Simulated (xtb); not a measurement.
Spectroscopic constants of YO, multiplicity 2 (lowest of 2S+1 = 2, 4, 6 at CCSD(T)/def2-TZVPP on PBE0 minima; our sources give no spin for the ground state, which may be another). No spin–orbit coupling.

The constants come from a fifth-degree fit in 1/R (seven points, main isotopes). In def2 and cc sets the state is the lowest found near the PBE0 minimum, followed along R.

Run with xtb for the GFN methods. Each number belongs to the level named beside it. The GFN methods have no spin term and hold the electronic entropy of 300 K.

Energies at GFN2-xTB:

| R (Å) | E (hartree) |
|---|---|
| 1.657038 | -5.20051277 |
| 1.701582 | -5.20704883 |
| 1.742562 | -5.21109836 |
| 1.788888 | -5.21395838 |
| 1.835214 | -5.21544623 |
| 1.888667 | -5.21591998 |
| 1.951028 | -5.21529494 |

### Question
With a reduced mass of 13.5561 u, find the minimum, the force constant and the constants.

### Answer
A fifth-degree polynomial in 1/R puts the minimum at r_e = 1.8854 Å with force constant 147 N/m. Then ω_e = (1/2πc)√(k/μ) = 428 cm⁻¹ and B_e = h/(8π²cμr_e²) = 0.3498 cm⁻¹; the cubic and quartic terms give α_e = 0.0055 and ω_e x_e = 5.3 cm⁻¹.
